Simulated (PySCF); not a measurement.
**`[Be]([F])[F]`, BeF2**

Cartesian coordinates in Å; atom numbers follow the order of the lines, from 1:
```xyz
3

F    -1.377    0.176   -0.012
Be    0.008    0.100   -0.008
F     1.393    0.024   -0.003
```

Computed, not measured: GIAO B3LYP/aug-cc-pVTZ magnetisability, rotational g tensor and spin-rotation constants, non-relativistic, gas phase (PySCF). Geometry: PBE0-D3(BJ)/def2-SVP.

(1) What are the magnetisability and the molar susceptibility?

(2) Split it along the inertial axes a, b, c into diamagnetic and paramagnetic parts about the centre of mass, with the quadrupole moment.

(3) And the rotational g tensor?

Answers

(1) Isotropic -358 × 10⁻³⁰ J/T², or -21.5 × 10⁻⁶ cm³/mol; principal values -381, -346, -346 × 10⁻³⁰ J/T², anisotropy 35 × 10⁻³⁰ J/T² (root of half the summed squared differences of the principal values). The susceptibility is in cgs units.

(2) 
```csv
axis,χ (10⁻⁶ cm³/mol),diamagnetic (10⁻⁶ cm³/mol),paramagnetic (10⁻⁶ cm³/mol),summed x² of all electrons (Å²),quadrupole Θ (D Å)
a,-22.9,-22.9,0.0,39.1,-8.51
b,-20.8,-177.4,156.6,2.7,+4.26
c,-20.8,-177.4,156.6,2.7,+4.26
```
Anisotropies 2χaa − χbb − χcc = -4.3 and 2χbb − χaa − χcc = +2.1 × 10⁻⁶ cm³/mol. Θ is traceless in Buckingham's convention.

(3) 
```csv
axis,rotational constant (GHz),g,nuclear part,electronic part
b,6.9136,-0.0314,0.4772,-0.5085
c,6.9136,-0.0314,0.4772,-0.5085
```
Linear; isotopes 9Be, 19F; no vibrational averaging.
